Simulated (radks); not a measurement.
The numbers below are computed, except where a source is named.
Species: Tc22+. Configuration: [Ar] 3d3. Level of theory: non-relativistic Kohn-Sham, LDA (Slater exchange, Perdew-Wang correlation), spin-unpolarised, spherical densities, point nucleus; relativity is left out, which matters for an element this heavy (a radial shooting solver on a logarithmic mesh with Libxc functionals). Some entries of the table are withheld. Estimate them.

| orbital | occ. | eigenvalue (eV) | <r^2> (bohr^2) | r(max) (bohr) |
|---|---|---|---|---|
| 1s | 2 | -21149.56 | 0.001685 | 0.02347 |
| 2s | 2 | -3690.346 | 0.02781 | 0.1307 |
| 2p | 6 | (1) | 0.02111 | 0.1027 |
| 3s | 2 | -1212.016 | 0.1778 | 0.3664 |
| 3p | 6 | -1132.992 | (2) | 0.3503 |
| 3d | 3 | (3) | 0.1375 | (4) |

Answer. 
(1) 2p eigenvalue (eV): -3478.984
(2) 3p <r^2> (bohr^2): 0.1690
(3) 3d eigenvalue (eV): -998.6100
(4) 3d r(max) (bohr): 0.2836
